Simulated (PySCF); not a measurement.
Work out the structure from these simulated measurements.

Elements present: C, H, N, O and Si. Monoisotopic mass: 170.0512 u.

| Item | Value |
| --- | --- |
| Rotational structure | rotational constants A, B, C: 0.835, 0.646, 0.611 GHz [PBE0-D3(BJ)/def2-SVP] |
| 1H NMR | chemical shifts (computed TMS as zero) by class: 1.16 (6 H), 0.53 (4 H) ppm [GIAO KT2/pcSseg-1] |
| Dipole | 3.75 D [B3LYP/def2-SVPD] |
| 13C NMR | chemical shifts (computed TMS as zero) by class: 117.4 (2 C), 13.5 (2 C), 8.0 (2 C) ppm [GIAO KT2/pcSseg-1] |
| NMR, other nuclei | isotropic shieldings of nuclei other than C and H, by class: 219 (2 N), 197 (2 O), 392 (1 Si) ppm [GIAO KT2/pcSseg-1] |
| UV, first state | lowest singlet excitation: 6.88 eV (180 nm, f = 0.014) [TDDFT B3LYP/def2-SVPD] |
| Polarisability | 115.3 au [B3LYP/def2-SVPD] |
| UV, strongest line | among the 10 lowest singlet transitions: S4 at 7.28 eV (170 nm, f = 0.045) [TDDFT B3LYP/def2-SVPD] |
| XPS | Si2p3/2 107.7, C1s 290.4 (×2), C1s 290.9 (×2), C1s 294.8 (×2), N1s 405.3 (×2), O1s 539.2 (×2), Si1s 1847.8 eV [ΔSCF SCAN, pcX-2 on the ionised atom, pcseg-1 elsewhere, spin-free X2C, 2p3/2 from a spin–orbit splitting computed afterwards within the 2p shell] |

Gas-phase values; electronic properties from PySCF, density fitting. Levels stand in brackets. Geometry: PBE0-D3(BJ)/def2-SVP, one conformer, isolated molecule. NMR classes are plain means over equivalent atoms (diastereotopic ones count apart unless rotation or inversion swaps them), as if these changed places fast.

**Question.** Which formula fits the mass and the elements?

**Answer.** C6H10N2O2Si (calculated 170.0512). No other formula that holds each of these elements comes within 0.0003 u with a fitting electron parity and a possible valence count.

**Question.** What is the compound? Reason from the data.

**Answer.** 6 carbons fall into 3 classes; from least to most shielded: carbon bonded to N and O (117.4 ppm, 2 C), carbon bonded to C, Si and 2 H (13.5 ppm, 2 C), carbon bonded to C and 3 H (8.0 ppm, 2 C). Hydrogen classes from least to most shielded: 6 H on 2 like atoms (carbon bonded to C and 3 H) (1.16 ppm), 4 H on 2 like atoms (carbon bonded to C, Si and 2 H) (0.53 ppm). The other shieldings belong to: 219 ppm, nitrogen bonded to C and Si; 197 ppm, oxygen bonded to C; 392 ppm, silicon bonded to 2 C and 2 N. The core levels belong to: Si2p3/2 107.7 eV, silicon bonded to 2 C and 2 N; C1s 290.4 eV, carbon bonded to C, Si and 2 H; C1s 290.9 eV, carbon bonded to C and 3 H; C1s 294.8 eV, carbon bonded to N and O; N1s 405.3 eV, nitrogen bonded to C and Si; O1s 539.2 eV, oxygen bonded to C; Si1s 1847.8 eV, silicon bonded to 2 C and 2 N. One atom of each topological class was ionised and stands for its class. By its constants the optimised geometry is an asymmetric top. Structure: `CC[Si](CC)(N=C=O)N=C=O` (SiEt2(NCO)2). The assignments are read from this structure; whether some other isomer fits the data as well wasn't checked.
